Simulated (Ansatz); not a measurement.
Cost and result for the atomization energy of F2H2OSi (`O[SiH](F)F`) (6 atoms, 5 bonds).

Total charge 0; spin multiplicity 1. The structure was optimised at the PBE0-D4/def2-TZVP level. It is one conformer, not always the lowest. Program: Ansatz. All runs use 2 threads of a server CPU on a shared host. Times are those of one run each, without the atoms' runs, and a repeat can differ threefold. Electronic energies, without spin–orbit coupling; frozen cores. CCSD(T)/CBS adds CCSD(T) − MP2 in def2-TZVPP to the MP2 limit, and its time is that of the two runs behind it. T1 = 0.011. B3LYP takes the VWN-RPA correlation (the form of Gaussian; ORCA's B3LYP/G). HSE06 is the plane-wave form, built on full-range PBE exchange.

CCSD(T)/CBS is a level of theory with its own doubt, some kJ/mol a heavy atom from the limit and from the frozen cores, so smaller differences don't rank the functionals.

```
                            level  functions  wall time  atomization (kcal/mol)  difference from CCSD(T)/CBS  per bond
           LDA (SPW92)/def2-TZVPP        163      0.8 s                   674.2                         78.5      15.7
               BLYP-D4/def2-TZVPP        163      1.5 s                   586.6                         -9.1      -1.8
                 CCSD(T)/def2-SVP         70      1.6 s                   538.0                        -57.7     -11.5
  PBE-D4/def2-TZVPP (with forces)        163      1.6 s                   592.7                         -3.0      -0.6
          CAM-B3LYP-D4/def2-TZVPP        163        2 s                   592.2                         -3.5      -0.7
              HSE06-D4/def2-TZVPP        163      2.1 s                   578.4                        -17.3      -3.5
              BHLYP-D4/def2-TZVPP        163      2.2 s                   563.6                        -32.1      -6.4
B3LYP-D4/def2-TZVPP (with forces)        163      2.7 s                   584.0                        -11.7      -2.3
               ωB97X-V/def2-TZVPP        163      4.4 s                   590.0                         -5.7      -1.1
                B97M-V/def2-TZVPP        163      4.9 s                   588.4                         -7.3      -1.5
                   MP2/def2-QZVPP        301        8 s                   610.9                         15.2       3.0
               CCSD(T)/def2-TZVPP        163       24 s                   576.6                        -19.1      -3.8
                CCSD(T)/CBS(def2)          –       32 s                   595.7                          0.0       0.0
```

The D4 term adds +3.4 kcal/mol with B3LYP and +1.7 kcal/mol with PBE0; it sums over pairs of atoms, weighted by their polarisabilities, and B3LYP, whose exchange is more repulsive, gets the larger term. From PBE to PBE0 (25 % exact exchange), in def2-TZVPP and without D4, the atomization energy moves by −14.3 kcal/mol: exact exchange takes away binding that semilocal exchange gives to molecules. In def2-TZVPP, CCSD(T) changes the Hartree–Fock value by +142.2 kcal/mol (the triples alone add +8.3 kcal/mol) and MP2 by +164.6 kcal/mol; breaking electron pairs costs correlation energy, which Hartree–Fock lacks.
